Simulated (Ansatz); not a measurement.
Asn (charge +1): r2SCAN-D4/def2-TZVP single points in Ansatz on relaxed structures, gas phase. Each cluster is the lowest isomer that a short search found in that spin, judged at the geometry's level, and lower ones may exist. HOMO and LUMO are taken over both spins. Singlets are spin-restricted. The spins of the ions were chosen, not always searched. The structures are stationary points that may keep the symmetry of their start. Remarks come from the PBE and PBE0 runs and from stability tests at other levels; not every state was tested. HOMO above LUMO (over both spins in singlets and doublets, within one spin in higher multiplets; at PBE or PBE0), or a gap under 0.15 eV within one spin, warns that the state may not be the lowest or that an electron is smeared out.

```csv
species,atoms,state,geometry,HOMO (eV),LUMO (eV),gap (eV),vertical EA (eV),lowest of the spins relaxed,point group (within 0.1 Å),remarks
As3⁺,3,singlet,r2SCAN-D4/def2-TZVP,-12.63,-9.87,2.76,7.30,"singlet, of singlet/triplet/quintet",D3h,"gap within one spin near zero at PBE or PBE0 (neutral doublet), spin-contaminated (⟨S²⟩ up to 0.84) (neutral doublet)"
As4⁺,4,doublet; reduced ion singlet,PBE-D4/def2-SVP,-11.47,-10.45,1.02,7.99,"doublet, of doublet/quartet",D2d,–
As5⁺,5,singlet,PBE-D4/def2-SVP,-10.98,-8.44,2.54,6.15,"singlet, of singlet/triplet/quintet",C4v,–
```

The gap (eV) runs from 1.02 (As4⁺) to 2.76 (As3⁺). The vertical EA (eV) runs from 6.15 (As5⁺) to 7.99 (As4⁺).
